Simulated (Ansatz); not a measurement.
Job for Ansatz (a quantum-chemistry and plane-wave program): R-wB97X-V/def2-TZVPP on H2Zn (SMILES [ZnH2]).

Ansatz 0.2 input:
```yaml
crystal:
  periodic: [false, false, false]
  atoms:
    - {symbol: Zn, position_ang: [-0.00000000, 0.00000000, 0.00000000]}
    - {symbol: H, position_ang: [0.00000000, -0.00000000, -1.53775401]}
    - {symbol: H, position_ang: [0.00000000, -0.00000000, 1.53775401]}
basis:
  gaussian:
    orbitals: def2-TZVPP
hamiltonian:
  xc: {name: wB97X-V}
accuracy: high
phonons: {}
scf: {lower_state_search: off}
```

The head of its log:

```
WARN ansatz: RAYON_NUM_THREADS=1 ignored (pool sized by the plan → 1); use --threads N
Functional definition: wB97X-V
these checks for a lower state are left out or cut short: stability, starts, cluster_reference, orbital_swaps, neighbouring_geometries, increment
integrals: 0.12 GiB planned
1489 factors; integrals over basis functions are off by at most 3.0e-9 eV
integrals: 0.19 GiB planned
237 factors; integrals over basis functions are off by at most 9.3e-10 eV
mean field: 0.58 GiB planned
mean field evaluation 1: about -48446.2498 eV, gradient 2.8e1 eV
mean field evaluation 2: about -48445.7591 eV, gradient 4.6e1 eV
```

Give the final energy of this run.

-1780.3934 hartree.
